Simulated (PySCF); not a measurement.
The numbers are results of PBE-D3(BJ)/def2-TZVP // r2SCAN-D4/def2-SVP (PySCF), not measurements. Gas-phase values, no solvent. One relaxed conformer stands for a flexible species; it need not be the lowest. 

Reference species: [Hf(OH)3(SH)] (neutral, multiplicity 1).

LUMO: -0.92 eV
HOMO: -5.70 eV
coordination number: 4

Changed species: [Hf(SH)4] (4 of 4 OH replaced by SH; the reference has 1 of 4 OH replaced by SH).

Task: Give the shifts of the LUMO, HOMO and coordination number.

Result: the LUMO falls by 1.95 eV, to -2.87 eV; the HOMO drops by 1.04 eV, to -6.74 eV; the coordination number is nearly the same.
